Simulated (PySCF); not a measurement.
# Spin-rotation constants: `C[C@@H]1[CH2][Ge@H]([AsH2])[O]1`, C3H9AsGeO

Cartesian coordinates in Å; atom numbers follow the order of the lines, from 1:
```xyz
15

C    -1.8638   -0.7494   -0.5399
C    -1.1287   -0.2351    0.6785
C    -0.4720    1.1577    0.4856
Ge    1.2263    0.2092    0.7428
As    2.5631   -0.2000   -1.2371
O    -0.0147   -1.0914    0.9888
H    -2.1851   -1.7882   -0.3740
H    -1.2052   -0.7344   -1.4232
H    -2.7527   -0.1361   -0.7557
H    -1.8173   -0.2290    1.5442
H    -0.7104    1.8850    1.2739
H    -0.6428    1.6183   -0.4975
H     2.0518    0.4752    2.0212
H     3.4780   -1.1605   -0.4826
H     3.4672    0.9891   -0.9132
```

Computed with PySCF 2.14.0, GIAO B97-2/pcSseg-1 magnetisability, rotational g tensor and spin-rotation constants, non-relativistic, gas phase. Geometry: PBE0-D3(BJ)/def2-SVP.

The calculation is non-relativistic, which matters for the atoms heavier than Zn.

Task: Give the nuclear spin-rotation constants along the inertial axes (H = +C I·J) beside the isotropic shieldings.

Result: Rotational constants 2.8126, 0.9060, 0.7897 GHz. A star marks the isotopologue with that one atom substituted, in its own axes.
```
atom  isotope  Caa (kHz)  Cbb (kHz)  Ccc (kHz)  mean (kHz)  σ (ppm)
 As5     75As      2.964      1.016      0.777       1.586   1871.0
  H7       1H     -0.273     -0.074     -0.002      -0.116     29.8
  H8       1H     -0.003     -0.058     -0.092      -0.051     29.8
  H9       1H     -0.163     -0.085     -0.033      -0.094     30.3
 H10       1H      0.131     -0.062     -0.078      -0.003     26.6
 H11       1H     -0.172     -0.022     -0.065      -0.086     28.6
 H12       1H     -0.289     -0.046     -0.025      -0.120     29.6
 H13       1H     -0.219      0.045     -0.054      -0.076     24.6
 H14       1H     -0.233     -0.079     -0.014      -0.108     29.0
 H15       1H     -0.200     -0.045     -0.058      -0.101     29.4
  C1     13C*      0.504      0.129      0.132       0.255    154.3
  C2     13C*      0.689      0.249      0.156       0.365    103.7
  C3     13C*      0.447      0.167      0.132       0.248    150.2
 Ge4    73Ge*     -0.930     -0.313     -0.250      -0.498   1204.7
  O6     17O*     -0.372     -0.133     -0.094      -0.200    235.5
```
For the geometry as given, no vibrational averaging.

Task: How do the rotational constants and the g tensor change when H7, H8, H9, H10, H11, H12, H13, H14, H15 are replaced by deuterium?

Result: Constants 2.3789, 0.8155, 0.7089 GHz; g -0.0201, -0.0096, -0.0032, against -0.0241, -0.0105, -0.0037 before.
